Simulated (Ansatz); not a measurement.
These are PBE-D3(BJ)/def2-TZVP (Ansatz, a quantum-chemistry and plane-wave program) values and carry that method's errors. No frequencies were computed at this level.

Ansatz 0.2 input:
```yaml
crystal:
  periodic: [false, false, false]
  atoms:
    - { symbol: C, position_ang: [1.060333, -0.872023, -0.002185] }
    - { symbol: C, position_ang: [1.447042, 0.31007, -0.476093] }
    - { symbol: S, position_ang: [0.497905, 1.780705, -0.653449] }
    - { symbol: S, position_ang: [-0.87495, 1.579951, 0.848827] }
    - { symbol: C, position_ang: [-1.585252, -0.011049, 0.305811] }
    - { symbol: S, position_ang: [-0.47347, -1.405503, 0.643585] }
    - { symbol: H, position_ang: [1.773369, -1.680513, 0.052756] }
    - { symbol: H, position_ang: [2.449732, 0.442221, -0.847713] }
    - { symbol: H, position_ang: [-2.487398, -0.186451, 0.885416] }
    - { symbol: H, position_ang: [-1.80731, 0.042591, -0.756953] }
basis:
  gaussian: { orbitals: def2-tzvp }
hamiltonian:
  xc: pbe
  dispersion: d3bj
relax:
  max_steps: 150
```

Output:

```
Functional definition: PBE
1499 factors; their error is unknown
mean field evaluation 1: about -35647.9035 eV, gradient 8.8e1 eV
mean field evaluation 2: about -35542.3985 eV, gradient 1.9e2 eV
mean field evaluation 4: about -35663.6101 eV, gradient 3.1e1 eV
mean field evaluation 8: about -35666.1827 eV, gradient 1.0e0 eV
mean field evaluation 16: about -35666.1509 eV, gradient 5.1e-3 eV
mean field -35666.15085479 eV, -1310.7068685281 hartree, gradient 4.1e-5 eV, S^2 0.000000; 0 other end points of the search recorded, 0 dependent functions left out
reference -35666.15089210 eV, -1310.7068698994 hartree; 35, 35 occupied and 193, 193 virtual orbitals, 1499 factors
relax step   1: F+E_penalty+E_count = -35666.53347488 eV  Δ(F+E_penalty+E_count) = +0.000e0 eV  max|allowed force component| = 8.454e-1 eV/Å  Δτ_max = 0.0000 Å  (35 SCF iters, accepted)
these checks for a lower state are left out or cut short: starts, cluster_reference, orbital_swaps, neighbouring_geometries, increment
1499 factors; their error is unknown
mean field -35666.18172902 eV, -1310.7080031352 hartree, gradient 2.1e-5 eV, S^2 0.000000; 0 other end points of the search recorded, 0 dependent functions left out
reference -35666.18176637 eV, -1310.7080045078 hartree; 35, 35 occupied and 193, 193 virtual orbitals, 1499 factors
relax step   2: F+E_penalty+E_count = -35666.56182564 eV  Δ(F+E_penalty+E_count) = -2.835e-2 eV  max|allowed force component| = 3.945e-1 eV/Å  Δτ_max = 0.0627 Å  (34 SCF iters, accepted)
these checks for a lower state are left out or cut short: starts, cluster_reference, orbital_swaps, neighbouring_geometries, increment
1499 factors; their error is unknown
mean field evaluation 32: about -35666.1997 eV, gradient 3.0e0 eV
mean field -35666.18717708 eV, -1310.7082033479 hartree, gradient 1.8e-5 eV, S^2 0.000000; 0 other end points of the search recorded, 0 dependent functions left out
reference -35666.18721454 eV, -1310.7082047244 hartree; 35, 35 occupied and 193, 193 virtual orbitals, 1499 factors
relax step   3: F+E_penalty+E_count = -35666.56678304 eV  Δ(F+E_penalty+E_count) = -4.957e-3 eV  max|allowed force component| = 1.255e-1 eV/Å  Δτ_max = 0.0328 Å  (35 SCF iters, accepted)
these checks for a lower state are left out or cut short: starts, cluster_reference, orbital_swaps, neighbouring_geometries, increment
1499 factors; their error is unknown
mean field -35666.18902329 eV, -1310.7082711947 hartree, gradient 1.6e-5 eV, S^2 0.000000; 0 other end points of the search recorded, 0 dependent functions left out
reference -35666.18906071 eV, -1310.7082725698 hartree; 35, 35 occupied and 193, 193 virtual orbitals, 1499 factors
relax step   4: F+E_penalty+E_count = -35666.56876407 eV  Δ(F+E_penalty+E_count) = -1.981e-3 eV  max|allowed force component| = 7.878e-2 eV/Å  Δτ_max = 0.0170 Å  (34 SCF iters, accepted)
these checks for a lower state are left out or cut short: starts, cluster_reference, orbital_swaps, neighbouring_geometries, increment
1499 factors; their error is unknown
mean field -35666.19009679 eV, -1310.7083106449 hartree, gradient 1.8e-5 eV, S^2 0.000000; 0 other end points of the search recorded, 0 dependent functions left out
reference -35666.19013415 eV, -1310.7083120182 hartree; 35, 35 occupied and 193, 193 virtual orbitals, 1499 factors
relax step   5: F+E_penalty+E_count = -35666.57020865 eV  Δ(F+E_penalty+E_count) = -1.445e-3 eV  max|allowed force component| = 5.078e-2 eV/Å  Δτ_max = 0.0197 Å  (34 SCF iters, accepted)
these checks for a lower state are left out or cut short: starts, cluster_reference, orbital_swaps, neighbouring_geometries, increment
1499 factors; their error is unknown
mean field -35666.19041864 eV, -1310.7083224728 hartree, gradient 1.8e-5 eV, S^2 0.000000; 0 other end points of the search recorded, 0 dependent functions left out
reference -35666.19045598 eV, -1310.7083238451 hartree; 35, 35 occupied and 193, 193 virtual orbitals, 1499 factors
relax step   6: F+E_penalty+E_count = -35666.57074352 eV  Δ(F+E_penalty+E_count) = -5.349e-4 eV  max|allowed force component| = 3.538e-2 eV/Å  Δτ_max = 0.0175 Å  (34 SCF iters, accepted)
these checks for a lower state are left out or cut short: starts, cluster_reference, orbital_swaps, neighbouring_geometries, increment
1499 factors; their error is unknown
mean field evaluation 64: about -35666.1907 eV, gradient 4.2e-3 eV
mean field -35666.19067008 eV, -1310.7083317131 hartree, gradient 1.5e-5 eV, S^2 0.000000; 0 other end points of the search recorded, 0 dependent functions left out
reference -35666.19070742 eV, -1310.7083330853 hartree; 35, 35 occupied and 193, 193 virtual orbitals, 1499 factors
relax step   7: F+E_penalty+E_count = -35666.57072993 eV  Δ(F+E_penalty+E_count) = +1.359e-5 eV  max|allowed force component| = 3.947e-2 eV/Å  Δτ_max = 0.0174 Å  (36 SCF iters, rejected (line search))
these checks for a lower state are left out or cut short: starts, cluster_reference, orbital_swaps, neighbouring_geometries, increment
1499 factors; their error is unknown
mean field -35666.19062701 eV, -1310.7083301302 hartree, gradient 2.0e-5 eV, S^2 0.000000; 0 other end points of the search recorded, 0 dependent functions left out
reference -35666.19066435 eV, -1310.7083315024 hartree; 35, 35 occupied and 193, 193 virtual orbitals, 1499 factors
relax step   8: F+E_penalty+E_count = -35666.57091009 eV  Δ(F+E_penalty+E_count) = -1.666e-4 eV  max|allowed force component| = 1.504e-2 eV/Å  Δτ_max = 0.0083 Å  (34 SCF iters, accepted)
these checks for a lower state are left out or cut short: starts, cluster_reference, orbital_swaps, neighbouring_geometries, increment
1499 factors; their error is unknown
mean field -35666.19073118 eV, -1310.7083339584 hartree, gradient 1.6e-5 eV, S^2 0.000000; 0 other end points of the search recorded, 0 dependent functions left out
reference -35666.19076852 eV, -1310.7083353307 hartree; 35, 35 occupied and 193, 193 virtual orbitals, 1499 factors
relax step   9: F+E_penalty+E_count = -35666.57094272 eV  Δ(F+E_penalty+E_count) = -3.263e-5 eV  max|allowed force component| = 8.386e-3 eV/Å  Δτ_max = 0.0073 Å  (34 SCF iters, accepted)
1499 factors; their error is unknown
mean field evaluation 96: about -35666.2234 eV, gradient 1.5e-1 eV
mean field -35666.19073118 eV, -1310.7083339584 hartree, gradient 1.5e-5 eV, S^2 0.000000; 1 other end points of the search recorded, 0 dependent functions left out
reference -35666.19076852 eV, -1310.7083353307 hartree; 35, 35 occupied and 193, 193 virtual orbitals, 1499 factors
Total energy: -35666.57098006 eV, -1310.7223078472 hartree
Atom 0 at     1.062997    -0.872819    -0.020415 Å, force    -0.003069     0.004776    -0.001210 eV/Å
Atom 1 at     1.477861     0.319114    -0.497281 Å, force    -0.005459    -0.003575     0.003615 eV/Å
Atom 2 at     0.500085     1.756930    -0.720913 Å, force     0.001429     0.000768    -0.002297 eV/Å
Atom 3 at    -0.866223     1.583640     0.816354 Å, force     0.004218    -0.003390    -0.001084 eV/Å
Atom 4 at    -1.603874    -0.007542     0.311020 Å, force     0.008386    -0.003310    -0.002693 eV/Å
Atom 5 at    -0.494254    -1.432429     0.518170 Å, force    -0.002399     0.005933     0.000608 eV/Å
Atom 6 at     1.801993    -1.668183     0.103712 Å, force     0.001111    -0.003820     0.000379 eV/Å
Atom 7 at     2.530465     0.450659    -0.756748 Å, force     0.003006     0.004365    -0.000647 eV/Å
Atom 8 at    -2.460810    -0.204180     0.971661 Å, force    -0.006456    -0.002351     0.003405 eV/Å
Atom 9 at    -1.948239     0.074808    -0.725558 Å, force    -0.000769     0.000605    -0.000077 eV/Å
Dipole moment:    -0.058553    -0.200017    -0.054408 e Å
```

Cost: about 70 core-seconds (a rough figure).
